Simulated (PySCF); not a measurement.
# How methods differ on the excitation energy of Bi²⁺

Bi²⁺ [Xe] 4f14 5d10 6s2 6p1 (2P) → Bi²⁺ [Xe] 4f14 5d10 6s1 6p2 (4P), as a difference of total energies. All numbers are calculated (PySCF 2.14, scalar relativity by spin-free X2C-1e, in x2c-TZVPPall). Correlated levels: valence: [Xe] 4f14 5d10 frozen. The calculations carry no spin-orbit coupling.

```csv
method,excitation energy (eV)
UHF,7.785
MP2 (valence),8.362
SCS-MP2 (valence),8.580
CCSD (valence),8.528
CCSD(T) (valence),8.536
```

Question: How much does correlation contribute at CCSD(T) (valence)?

Answer: 8.536 − (7.785) = 0.751 eV, measured against UHF.

Spin-orbit coupling is strong in these open shells (close to jj coupling). The scalar numbers leave it out and a first-order estimate fails, so it can dominate the gap to the real levels.
